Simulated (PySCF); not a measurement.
# BeP: from constants to spectrum

UHF-CCSD(T) constants of BeP, ⁴Σ⁻ (quartet), unpaired electrons σ ↑, π ↑↑ (basis Be STO-3G, P STO-3G; no relativity; PySCF 2.14; masses 9.0122 and 30.9738 u):

```
ωe              : 711.5 cm⁻¹
ωexe            : 6.67 cm⁻¹
Be              : 0.59817 cm⁻¹
αe              : 0.00644 cm⁻¹
D (centrifugal) : 1.69e-06 cm⁻¹
```

Question: Give the vibrational terms G(v) and spacings up to v = 6.

Answer: G(v) = ωe(v+½) − ωexe(v+½)².

```tsv
v	G(v) (cm⁻¹)	G(v) − G(v−1)	Bv (cm⁻¹)
0	354		0.5949
1	1052	698	0.5885
2	1737	685	0.5821
3	2409	671	0.5756
4	3067	658	0.5692
5	3711	645	0.5627
6	4343	631	0.5563
```

Correlated steps freeze 5 core orbitals. STO-3G is very small, so such numbers show the basis as much as the molecule. The state was picked by a PBE0 search and need not be the measured ground state.
